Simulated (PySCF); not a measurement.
Computed shifts of a molecule C₄H₇FSi, B3LYP/pcSseg-1 run with PySCF, GIAO, gas phase, atoms alike by connectivity averaged where their shifts nearly agree, in ppm (number of nuclei): ¹⁹F: -191.0 (1). ¹³C: 152.8 (1), 148.5 (1), 94.1 (1), 48.6 (1). ²⁹Si: -60.2 (1). ¹H: 6.74 (1), 6.62 (1), 4.23 (3), 3.27 (1), 3.07 (1). References: ¹⁹F against CFCl3 (σ = 161.7 ppm); ¹³C against TMS (σ = 181.3 ppm); ²⁹Si against TMS (σ = 338.7 ppm); ¹H against TMS (σ = 31.68 ppm), references at their B3LYP-D3(BJ)/def2-TZVP geometries, non-relativistic. The structure is a stationary point at PBE0-D3(BJ)/def2-SVP. The values are those of a single conformer.

Question: Which structure fits?
A. F[C@H]1CC=C[SiH2]1
B. F[C@]1([SiH3])C=CC1
C. C=C1C[C@H](F)[SiH2]1
D. F[SiH2][C@H]1C=CC1

Answer: B, F[C@]1([SiH3])C=CC1
